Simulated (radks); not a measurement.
Dy+, configuration [Xe] 4f10 6s1. Calculated with a radial shooting solver on a logarithmic mesh with Libxc functionals: Dirac Kohn-Sham, LDA (Slater exchange, Perdew-Wang correlation), spin-unpolarised, spherical densities, point nucleus; open shells are shared between the two j in proportion to 2j + 1; speed of light set to 274.072 atomic units (2 times the physical value, a model run).

Spin-orbit splittings of the eigenvalues, e(l+1/2) - e(l-1/2), with zeta = 2 splitting/(2l+1) and mean radii in bohr:

shell  occ.  splitting (eV)  zeta (eV)  <r> j=l-1/2  <r> j=l+1/2
2p        6           178.0      118.7      0.08077      0.08245
3p        6           36.64      24.43       0.2370       0.2401
3d       10               ?          ?       0.2124       0.2134
4p        6           8.131      5.420       0.5699       0.5773
4d       10           1.668     0.6672       0.6095       0.6122
4f       10          0.2363    0.06753       0.8348       0.8390
5p        6           1.018     0.6788        1.563        1.589

Estimate the 3d splitting.

Answer. 9.016 eV (zeta = 3.606 eV).
